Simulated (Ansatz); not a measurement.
Relaxation of C$_{4}$H$_{12}$Si$_{2}$ (18 atoms, charge 0, multiplicity 1), to a largest force component of 0.015 eV/Å in at most 40 steps.

These are results of RKS r2SCANh/STO-3G in Ansatz 0.2.0, not measurements.

```xyz
18
Properties=species:S:1:pos:R:3:forces:R:3
C -2.172 -0.989 -0.307 -2.92 3.46 0.85
Si -0.910 -0.632 0.946 1.24 -0.38 2.31
C 0.268 0.692 0.334 2.90 -0.84 -1.32
C 0.019 2.094 0.815 -5.82 0.27 0.74
C 1.392 0.481 -0.443 -2.44 0.27 1.46
Si 2.098 -1.029 -1.158 0.20 -1.77 -0.58
H -2.901 -1.698 0.036 -0.47 -0.62 0.14
H -2.748 -0.015 -0.542 0.94 -1.83 0.53
H -1.785 -1.284 -1.217 1.23 -1.16 -2.47
H -0.159 -1.878 1.259 -0.46 0.89 -0.26
H -1.536 -0.161 2.233 0.52 -0.39 -1.32
H 0.675 2.840 0.467 1.54 1.21 -0.75
H -1.096 2.404 0.443 3.08 -0.60 0.99
H -0.071 2.153 1.931 0.32 -0.08 -0.71
H 2.001 1.329 -0.694 0.25 1.19 0.08
H 2.717 -1.819 -0.072 -0.21 0.32 -0.75
H 1.029 -1.845 -1.781 0.77 0.39 0.32
H 3.109 -0.656 -2.179 -0.67 -0.33 0.74
```

Problem. Where does it end, and by what steps?

Solution. It converged. The force dipped under the threshold on the way, but the program's further checks kept it going. Limits of this set-up: minimal basis. After 10 steps the energy has fallen by 0.848 eV; H10 moved furthest, 0.25 Å.

| step | energy less start (eV) | largest force component (eV/Å) | accepted |
| --- | --- | --- | --- |
| 0 | 0.0000 | 5.816 | yes |
| 1 | -0.7892 | 0.811 | yes |
| 2 | -0.8065 | 0.532 | yes |
| 3 | -0.8351 | 0.301 | yes |
| 4 | -0.8431 | 0.162 | yes |
| 5 | -0.8420 | 0.206 | no |
| 6 | -0.8470 | 0.041 | yes |
| 7 | -0.8474 | 0.013 | yes |
| 8 | -0.8476 | 0.017 | yes |
| 9 | -0.8477 | 0.017 | yes |
| 10 | -0.8479 | 0.012 | yes |

```xyz
18
Properties=species:S:1:pos:R:3
C -2.215 -0.907 -0.313
Si -0.815 -0.667 0.906
C 0.322 0.714 0.347
C -0.081 2.126 0.795
C 1.417 0.534 -0.408
Si 2.073 -1.076 -1.074
H -2.885 -1.707 0.014
H -2.810 0.004 -0.420
H -1.836 -1.175 -1.303
H -0.068 -1.896 1.031
H -1.362 -0.325 2.198
H 0.617 2.880 0.409
H -1.091 2.377 0.438
H -0.100 2.200 1.893
H 1.995 1.430 -0.671
H 2.706 -1.850 -0.031
H 1.011 -1.870 -1.644
H 3.051 -0.804 -2.098
```

The run took 88 s on 1 thread of Arm Neoverse V1, on a shared host, peak memory 0.16 GiB.
